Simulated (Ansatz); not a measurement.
`[CH3][W]([OH])(=[S])=[S]`. The species carries charge 0 and has multiplicity 1. W takes the def2 core potential. The structure was optimised at the PBE0-D4/def2-TZVP level. It is one conformer, not always the lowest.

```xyz
9

C    -1.294   -0.155   -0.358
W     0.749    0.255   -0.109
O     1.138    0.121    1.712
S     1.744   -1.172   -1.321
S     1.000    2.226   -0.857
H    -1.872    0.560    0.236
H    -1.504   -1.174   -0.019
H    -1.589   -0.063   -1.404
H     1.629   -0.598    2.119
```

(1) What is the dipole moment at r2SCAN/def2-TZVPP? (Best estimate.)

(2) And with PBE, B3LYP, ωB97M-V? (Best estimate.)

(3) Give the Mulliken charges with r2SCAN, PBE, B3LYP in def2-TZVPP. (Best estimate.)

## Answers

(1) The calculation gave: 3.18 D, with components (-1.15, -1.82, 2.34) D in this frame, pointing from negative to positive charge.

(2) Ansatz gave: PBE 3.04 D, B3LYP 3.02 D, ωB97M-V 3.04 D.

(3) Ansatz gave: 
```json
{"atom": "C1", "r2SCAN": "-0.39", "PBE": "-0.43", "B3LYP": "-0.45"}
{"atom": "W2", "r2SCAN": "0.74", "PBE": "0.58", "B3LYP": "0.71"}
{"atom": "O3", "r2SCAN": "-0.40", "PBE": "-0.33", "B3LYP": "-0.38"}
{"atom": "S4", "r2SCAN": "-0.24", "PBE": "-0.20", "B3LYP": "-0.23"}
{"atom": "S5", "r2SCAN": "-0.25", "PBE": "-0.21", "B3LYP": "-0.23"}
{"atom": "H6", "r2SCAN": "0.10", "PBE": "0.12", "B3LYP": "0.12"}
{"atom": "H7", "r2SCAN": "0.09", "PBE": "0.12", "B3LYP": "0.11"}
{"atom": "H8", "r2SCAN": "0.11", "PBE": "0.13", "B3LYP": "0.13"}
{"atom": "H9", "r2SCAN": "0.23", "PBE": "0.22", "B3LYP": "0.22"}
```

B3LYP here is the variant with VWN-RPA as its local correlation; programs differ in this.
